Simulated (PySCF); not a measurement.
H3Si, SMILES [SiH3+], charge +1. Geometry optimised at PBE-D3(BJ)/def2-TZVPD.

Question: Give the equilibrium geometry at PBE-D3(BJ)/def2-TZVPD (PySCF confirms it by a frequency run) as bond lengths and angles, and its point group. (An estimate is asked for; the answer gives what the named calculation found.)

Answer: point group D3h.
Atoms: Si1 H2 H3 H4. Bonds (Å): Si1–H2 1.483, Si1–H3 1.483, Si1–H4 1.483. Angles (°): H2–Si1–H3 120.0, H2–Si1–H4 120.0, H3–Si1–H4 120.0.
Charge +1, spin multiplicity 1.
